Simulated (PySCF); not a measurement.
n-butyl acetate (C$_{6}$H$_{12}$O$_{2}$), singlet, at a GFN2-xTB geometry. Base run: CCSD(T)/STO-3G in PySCF.

PySCF was given this input:
```python
from pyscf import gto, scf, cc

mol = gto.M(
    atom='''
C    -3.894407    0.594547   -0.339144
C    -2.680020   -0.315889   -0.204911
C    -1.384824    0.487346   -0.119514
C    -0.172190   -0.420922    0.015243
O     1.000337    0.391772    0.082755
C     2.168030   -0.251842    0.177666
C     3.315619    0.722488    0.237277
O     2.267997   -1.449484    0.208942
H    -3.818306    1.202287   -1.237828
H    -4.806963    0.006703   -0.398434
H    -3.969437    1.259622    0.518059
H    -2.783162   -0.931305    0.691237
H    -2.631969   -0.988236   -1.064036
H    -1.419767    1.158346    0.740578
H    -1.267984    1.099898   -1.015259
H    -0.232980   -1.033039    0.922494
H    -0.085877   -1.098704   -0.841851
H     3.187030    1.380720    1.092684
H     3.318282    1.332110   -0.662713
H     4.251204    0.178931    0.321783
''',
    basis='sto-3g',
    charge=0,
    spin=0,
    verbose=4,
)

mf = scf.RHF(mol)
mf.kernel()

mycc = cc.CCSD(mf)
mycc.kernel()
et = mycc.ccsd_t()
print('E(CCSD(T)) = %.10f' % (mycc.e_tot + et))
```

**Question.** The base was run again with changes. Order these runs by total energy, lowest first: method = mp2 | method = ccsd | frozen = 9.

**Answer.** method = ccsd (ΔE vs base (kcal/mol) 5.74), frozen = 9 (ΔE vs base (kcal/mol) 13.68), method = mp2 (ΔE vs base (kcal/mol) 70.5)
